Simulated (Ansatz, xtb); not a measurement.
# C6H6SSe: which of two isomers lies lower

We compare a, `C=Cc1cc[se]c1S`, a singlet, with b, `C=Cc1cc(S)c[se]1`, a singlet. Both are isolated molecules in the gas phase, relaxed with B3LYP-D3(BJ)/def2-SVP; each stands in its lowest conformer found.

**Question.** Which of the two would you expect CCSD(T)/def2-SVP + ΔMP2/def2-TZVPP electronic energies to favour?

**Answer.** CCSD(T)/def2-SVP + ΔMP2/def2-TZVPP gives E(b) − E(a) = −0.035 eV, slightly favouring structure b, which is too small a margin to settle the true order.

How the difference moves with the method:

```json
{"level": "B3LYP-D3(BJ)/def2-SVP", "geometry": "B3LYP-D3(BJ)/def2-SVP", "E(b) − E(a) (eV)": "−0.022", "departure from the last row (eV)": "+0.014", "job, with rough time for the two": "optimisation, 4.9 min"}
{"level": "HF/def2-SVP", "geometry": "B3LYP-D3(BJ)/def2-SVP", "E(b) − E(a) (eV)": "−0.057", "departure from the last row (eV)": "−0.022", "job, with rough time for the two": "part of the CCSD(T) run"}
{"level": "MP2/def2-SVP", "geometry": "B3LYP-D3(BJ)/def2-SVP", "E(b) − E(a) (eV)": "−0.029", "departure from the last row (eV)": "+0.007", "job, with rough time for the two": "part of the CCSD(T) run"}
{"level": "CCSD(T)/def2-SVP", "geometry": "B3LYP-D3(BJ)/def2-SVP", "E(b) − E(a) (eV)": "−0.030", "departure from the last row (eV)": "+0.005", "job, with rough time for the two": "single point"}
{"level": "CCSD(T)/def2-SVP + ΔMP2/def2-TZVPP", "geometry": "B3LYP-D3(BJ)/def2-SVP", "E(b) − E(a) (eV)": "−0.035", "departure from the last row (eV)": "", "job, with rough time for the two": "single point, 4.1 min"}
```

As drawn, both hold the same kinds of bond in the same numbers.

The largest departure from CCSD(T)/def2-SVP + ΔMP2/def2-TZVPP is that of HF/def2-SVP, 0.022 eV. No reliable frequencies are at hand for a, so it isn't confirmed as a minimum. Levels run at GFN2-xTB geometries aren't shown. The last row adds to CCSD(T) the change of the MP2 difference between the two basis sets, here −0.005 eV.

The correlated steps freeze 20 core orbitals; the filled d shell of Se is correlated, in a basis made for valence electrons. Run with Ansatz 0.2.0, xtb 6.7.1; the last row on 2 threads of Intel(R) Xeon(R) Processor @ 2.70GHz on a shared host.
